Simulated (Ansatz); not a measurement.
Ligand exchange through a proton shuttle

Start structure (Si$_{4}$H$_{13}$O$_{2}$F, closed shell), relaxed at PBE0-D4/def2-TZVP:

Si1  (-0.689, -0.856, -0.538)
Si2  (1.556, -0.233, -0.831)
Si3  (-1.435, -0.309, 1.618)
Si4  (-0.906, -3.159, -0.927)
F5  (-1.589, -0.106, -1.663)
H6  (0.146, 2.608, 0.096)
O7  (-0.584, 1.998, -0.107)
H8  (1.781, 3.713, 1.485)
O9  (1.738, 3.371, 0.588)
H10  (2.439, -1.405, -1.095)
H11  (1.692, 0.712, -1.972)
H12  (2.091, 0.434, 0.393)
H13  (-0.401, 0.449, 2.369)
H14  (-2.695, 0.475, 1.542)
H15  (-1.714, -1.561, 2.382)
H16  (-2.308, -3.628, -0.751)
H17  (-0.048, -3.857, 0.073)
H18  (-0.444, -3.543, -2.289)
H19  (-0.967, 2.278, -0.941)
H20  (2.337, 2.618, 0.567)
(Å)

The step: Si₄H₉F ([F][Si]([SiH3])([SiH3])[SiH3]) + H₂O + H₂O → Si₃H₇OF ([OH][Si]([F])([SiH3])[SiH3]) + SiH₄ + H₂O; bonds formed: Si1–O7, Si2–H8, H6–O9; bonds broken: Si1–Si2, H6–O7, H8–O9. Program: Ansatz 0.2.0. Basis: def2-TZVPP and def2-QZVPP. Cores are frozen in the correlated methods. Extrapolation: Hartree–Fock as exp(−7.88 √X), correlation as X^−2.97. Energies below are by CCSD(T) at an estimated basis limit (MP2 extrapolated from triple and quadruple zeta, plus CCSD(T) − MP2 in triple zeta).

Q: What are the electronic barrier and the energy of the step, from the start structure to the end structure? (An estimate is asked for; the value comes from the calculation.)

A: Computed: Barrier 1.555 eV; step energy -0.831 eV (downhill); reverse barrier, their difference, 2.386 eV. Barrier and step energy count from the start structure, the reverse barrier from the end structure.

The saddle point: One imaginary mode of 534i cm⁻¹.
| pair | start (Å) | saddle (Å) | end (Å) |
| --- | --- | --- | --- |
| Si1–O7 | 2.89 | 1.77 | 1.66 |
| Si2–H8 | 4.58 | 2.08 | 1.49 |
| H6–O9 | 1.83 | 1.17 | 0.97 |
| Si1–Si2 | 2.35 | 2.97 | 4.29 |
| H6–O7 | 0.97 | 1.21 | 1.94 |
| H8–O9 | 0.96 | 1.06 | 3.22 |

Zero-point energy (harmonic, PBE0-D4): ZPE is 3.455 eV at the start and 3.370 eV at the saddle, so the barrier goes from 1.555 to 1.470 eV.

The T1 diagnostic stays at or below 0.014.

Labels in which every atom is bracketed show which atoms are joined, not bond orders.

For scale, one of the runs: CCSD(T)/def2-TZVPP, 443 basis functions, launched by `ansatz run in.yaml --threads 4 --pin off --events-out ev --progress --plain --max-ram 46080MiB --backend cuda --devices 0, --max-vram 37GiB`. Hardware: 4 CPU threads of an AMD EPYC 7R13 and a share of one NVIDIA H100, shared host. Wall time 27 s; peak host memory 1.1 GiB.
